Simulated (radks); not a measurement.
The chlorine ion Cl+ inside a hard spherical wall (all orbitals vanish at R), configuration held at [Ne] 3s2 3p4 and not refilled when levels cross. Calculated with a radial shooting solver on a logarithmic mesh with Libxc functionals: non-relativistic Kohn-Sham, r2SCAN, spin-polarised, spherical densities, point nucleus; open shells are filled with parallel spins first; meta-GGA in the generalised Kohn-Sham scheme. Eigenvalues in eV for spin up, with the zero of energy where the potential of the charges vanishes at infinity; a dash marks a level that is unbound or too diffuse for the functional's potential to be trusted. A positive occupied level is held by the wall or, in an anion where self-interaction has pushed it up, behind a barrier. The pressure on the wall is -dE/dV.

R (bohr) = free: E (hartree) -459.63671; kinetic (hartree) 459.113; e(2s) -269.02; e(2p) -207.65; e(3s) -34.088; e(3p) -20.886; e(4s, empty) -; e(3d, empty) -; pressure (GPa) 0
R (bohr) = 10: E (hartree) -459.63671; kinetic (hartree) 459.113; e(2s) -269.02; e(2p) -207.65; e(3s) -34.088; e(3p) -20.886; e(4s, empty) -4.567; e(3d, empty) -3.729; pressure (GPa) < 0.0001
R (bohr) = 8: E (hartree) -459.63670; kinetic (hartree) 459.113; e(2s) -269.02; e(2p) -207.65; e(3s) -34.087; e(3p) -20.886; e(4s, empty) -4.183; e(3d, empty) -3.650; pressure (GPa) 0.000913
R (bohr) = 6: E (hartree) -459.63580; kinetic (hartree) 459.124; e(2s) -268.97; e(2p) -207.59; e(3s) -34.048; e(3p) -20.846; e(4s, empty) -2.321; e(3d, empty) -3.264; pressure (GPa) 0.129
R (bohr) = 4: E (hartree) -459.57010; kinetic (hartree) 459.611; e(2s) -267.10; e(2p) -205.71; e(3s) -32.842; e(3p) -19.464; e(4s, empty) 9.699; e(3d, empty) -0.236; pressure (GPa) 20.8
R (bohr) = 3.5: E (hartree) -459.44359; kinetic (hartree) 460.355; e(2s) -264.73; e(2p) -203.32; e(3s) -31.286; e(3p) -17.618; e(4s, empty) 20.010; e(3d, empty) 2.625; pressure (GPa) 79.1
R (bohr) = 3: E (hartree) -459.07447; kinetic (hartree) 462.162; e(2s) -259.79; e(2p) -198.33; e(3s) -27.774; e(3p) -13.443; e(4s, empty) 39.806; e(3d, empty) 8.252; pressure (GPa) 316
R (bohr) = 2.5: E (hartree) -457.97440; kinetic (hartree) 466.558; e(2s) -249.95; e(2p) -188.35; e(3s) -19.420; e(3p) -3.743; e(4s, empty) 80.127; e(3d, empty) 19.700; pressure (GPa) 1380
R (bohr) = 2: E (hartree) -454.51363; kinetic (hartree) 477.758; e(2s) -230.80; e(2p) -168.82; e(3s) 2.752; e(3p) 20.693; e(4s, empty) 169.93; e(3d, empty) 44.471; pressure (GPa) 7000
R (bohr) = 1.5: E (hartree) -442.16028; kinetic (hartree) 510.406; e(2s) -192.57; e(2p) -129.29; e(3s) 74.351; e(3p) 93.429; e(4s, empty) 402.96; e(3d, empty) 105.28; pressure (GPa) 47900
